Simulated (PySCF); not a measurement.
Compound: C7H13FO2.
Atom-mapped SMILES: `[CH3:1][CH2:2][C@@:3]1([O:4][C@@H:5]([CH3:6])[F:7])[CH2:8][CH2:9][O:10]1`

Geometry (PBE0-D3(BJ)/def2-SVP, Å), atoms numbered from 1 in this order:
```
atom  x, y, z in Å
C1    -1.0083   -2.3688    0.2841
C2    -1.4504   -1.1489   -0.5045
C3    -0.6476    0.0889   -0.1645
O4     0.6811   -0.1907   -0.5275
C5     1.6848    0.6168   -0.0458
C6     2.9973   -0.0983   -0.1957
F7     1.7355    1.7983   -0.7749
C8    -1.2246    1.4469   -0.6101
C9    -1.3232    1.7274    0.8885
O10   -0.7601    0.4500    1.2088
H11    0.0305   -2.6334    0.0417
H12   -1.6460   -3.2371    0.0630
H13   -1.0652   -2.1654    1.3637
H14   -2.5090   -0.9199   -0.3035
H15   -1.3558   -1.3196   -1.5896
H16    1.4740    0.9081    0.9965
H17    3.1411   -0.3764   -1.2493
H18    3.0009   -1.0099    0.4169
H19    3.8221    0.5537    0.1216
H20   -2.1781    1.3774   -1.1506
H21   -0.5165    2.0688   -1.1666
H22   -2.3433    1.8356    1.2923
H23   -0.7000    2.5561    1.2660
```

Probes without a nucleus sit at each ring's centroid and 1 Å off its mean plane on both sides; NICS is minus the shielding there, NICSzz its component along the normal. Level: GIAO PBE0/pcSseg-1 (PySCF, non-relativistic, gas phase) on the PBE0-D3(BJ)/def2-SVP geometry, one conformer.

Ring bond lengths (Å), with Mayer bond orders in brackets: C3–C8 1.541 (1.02), C8–C9 1.528 (1.04), C9–O10 1.432 (0.92), O10–C3 1.424 (0.92).

Q: What do the NICS probes read (ppm)?

A: 
| ring | type | NICS(0) | NICS(1), two faces | NICS(1)zz, two faces | rms pucker (Å) | centre to ring atoms, mean (Å) |
| --- | --- | --- | --- | --- | --- | --- |
| C3–C8–C9–O10 | 4-membered ring with O; formal bonds all single | -2.3 | -0.1 / 0.5 | 1.2 / 0.8 | 0.01 | 1.05 |

Q: What can be read from them?

A: 
- C3–C8–C9–O10: mean NICS(1)zz 1.0 ppm, near zero. C3, C8, C9 have four or more neighbours, and the NICS criterion for π rings isn't applied.

Q: List the ring angles and the Hirshfeld charges of the ring atoms.

A: 
- C3–C8–C9–O10: C3 91.5° (+0.155 e), C8 84.4° (-0.093 e), C9 91.7° (+0.005 e), O10 92.4° (-0.152 e); sum 360.0° against 360° for a flat convex ring.

Q: How shielded are the nuclei of the rings and their hydrogens (means over atoms taken as equivalent)?

A: 
```csv
atoms,environment,σ isotropic (ppm),"principal values of the symmetric part, first atom (ppm)"
C3,sp3 carbon bearing two oxygens,77.0,"60.1, 78.1, 92.9"
C8,four-membered-ring carbon,149.0,"132.7, 135.0, 179.3"
C9,sp3 carbon bound to oxygen,121.6,"90.7, 105.3, 168.9"
O10,cyclic ether oxygen,255.9,"181.5, 251.0, 335.3"
H20,methylene hydrogen,29.01,"26.1, 27.3, 33.6"
H21,methylene hydrogen,28.05,"23.4, 29.5, 31.3"
H22,methylene hydrogen,27.09,"24.0, 24.7, 32.6"
H23,methylene hydrogen,26.99,"23.8, 24.8, 32.3"
```

Q: How do the values depend on the level or the medium?

A: 
| level | NICS(0), C3–C8–C9–O10 | mean NICS(1)zz, C3–C8–C9–O10 |
| --- | --- | --- |
| PBE0/pcSseg-1, gas | -2.3 | 1.0 |
| PBE0/pcSseg-1, IEF-PCM acetonitrile | -2.3 | 1.0 |
| PBE0/pcSseg-1, IEF-PCM cyclohexane | -2.3 | 1.0 |

The geometry is the same throughout; the continuum's cavity takes Bondi-type radii × 1.2.
